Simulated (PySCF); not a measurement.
Vertical excitations of a molecule CH₄F₂OSi from TDDFT-PBE/def2-SVPD (PySCF), as energy in eV (oscillator strength): 7.68 (0.022), 8.10 (0.095), 8.50 (0.055), 8.62 (0.005), 8.95 (0.003), 9.10 (0.041), 9.29 (0.000), 9.42 (0.022), 9.43 (0.001), 9.59 (0.023). Lowest triplet (TDA): 7.40 eV. The structure is a stationary point at ωB97X-D3(BJ)/def2-SVP. One conformer was computed; it need not be the lowest.

Question: Which structure fits?
A) C[Si](O)(F)F
B) OC[SiH](F)F
C) O[SiH2]C(F)F
D) CO[SiH](F)F

Answer: A, C[Si](O)(F)F
